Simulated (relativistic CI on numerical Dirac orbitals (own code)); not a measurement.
**Ni²⁺ in a cubic cluster: 2p photoemission with charge transfer**

Computed with a charge-transfer multiplet model of a cubic metal-ligand cluster with up to 2 ligand holes, Slater and spin-orbit integrals from Dirac-Coulomb-Breit ions, Slater integrals scaled by 0.9. The parameters are those of a tetrahedral site (10Dq negative, t2 hopping the larger). The ground state mixes d8 with configurations of k ligand holes L, whose averages lie at kΔ + k(k − 1)U_dd/2; a core hole lowers each added d electron by U_cd. 20 K, Lorentzian 0.6 eV and Gaussian 0.8 eV FWHM.

Atomic integrals in eV (Slater integrals scaled, ζ unscaled), ground: F2dd 10.953, F4dd 6.797, zeta_d 0.080; with the core hole: F2dd 12.575, F4dd 7.855, zeta_d 0.114, zeta_core 11.406, F2cd 7.542, G1cd 5.754, G3cd 3.273.

Cluster parameters (eV): Δ = 0.8, U_dd = 7.6, U_cd = 9.8, 10Dq = -0.4, 10Dq(ligand) = 0, final-state hopping factor = 1.

| Case | n_d | d8 | d9L | d10L2 | S |
| --- | --- | --- | --- | --- | --- |
| V(eg) = 0.67 eV, V(t2g) = -1.14 eV | 8.23 | 0.78 | 0.22 | 0.00 | 1.00 |
| V(eg) = 0.97 eV, V(t2g) = -1.66 eV | 8.33 | 0.68 | 0.31 | 0.01 | 1.00 |
| V(eg) = 1.27 eV, V(t2g) = -2.17 eV | 8.40 | 0.62 | 0.36 | 0.02 | 1.00 |
| V(eg) = 1.87 eV, V(t2g) = -3.2 eV | 8.51 | 0.53 | 0.43 | 0.04 | 1.00 |
| V(eg) = 2.17 eV, V(t2g) = -3.71 eV | 8.55 | 0.50 | 0.45 | 0.05 | 1.00 |

Weights, n_d and S are thermal averages at 20 K. Binding energies count from the first peak over 30 % of the highest in each spectrum, which can be another peak from case to case. The parameters are a model scan and need not match a compound or its usual spin state. Peaks in eV (height, largest 100):
- V(eg) = 0.67 eV, V(t2g) = -1.14 eV: 0.0 (72), 3.1 (41), 4.9 (45), 8.2 (85), 10.5 (67), 13.4 (44), 17.6 (29), 21.1 (46), 28.1 (100), 30.6 (9)
- V(eg) = 0.97 eV, V(t2g) = -1.66 eV: 0.0 (100), 4.5 (48), 6.0 (55), 9.5 (49), 11.7 (44), 14.6 (31), 17.7 (47), 22.4 (50), 29.4 (64), 31.7 (7)
- V(eg) = 1.27 eV, V(t2g) = -2.17 eV: 0.0 (100), 5.7 (43), 7.0 (46), 10.8 (24), 12.9 (25), 15.8 (21), 17.7 (52), 23.5 (42), 30.6 (34)
- V(eg) = 1.87 eV, V(t2g) = -3.2 eV: 0.0 (100), 8.2 (34), 9.2 (32), 14.3 (7), 16.1 (12), 17.8 (61), 26.0 (30), 33.7 (12)
- V(eg) = 2.17 eV, V(t2g) = -3.71 eV: 0.0 (100), 9.2 (30), 17.8 (63), 27.0 (26), 35.2 (7)

Curve for V(eg) = 2.17 eV, V(t2g) = -3.71 eV (points under 2 left out, the grid thinned):

```csv
E (eV),Intensity
-3.1,2.1
-2.5,3.1
-1.8,6.3
-1.2,16.5
-0.6,59.8
0.1,97.2
0.7,64.9
1.3,36.7
2.0,13.9
2.6,6.0
3.2,3.2
3.9,2.1
6.3,2.5
6.9,3.1
7.6,4.7
8.2,10.0
8.8,24.7
9.5,28.9
10.1,26.3
10.7,22.7
11.4,8.5
12.0,3.2
14.6,2.2
15.2,4.1
15.8,6.5
16.5,11.1
17.1,31.5
17.7,62.1
18.4,34.2
19.0,12.7
19.6,8.7
20.3,6.3
20.9,3.9
21.5,2.4
25.3,2.7
25.9,5.0
26.5,15.9
27.2,25.1
27.8,10.9
28.4,3.3
34.6,3.7
35.2,7.0
35.8,3.9
36.5,2.7
37.1,2.2
```

For the case V(eg) = 1.27 eV, V(t2g) = -2.17 eV, Δ = 0.8 eV is smaller than U_dd = 7.6 eV, the charge-transfer side of the Zaanen-Sawatzky-Allen scheme. With the core hole the average of the configuration with one ligand hole lies at Δ − U_cd = -9.0 eV before mixing: it lies below the unscreened one, so the lowest final states are mostly screened and the unscreened weight appears at higher binding energy as a satellite.
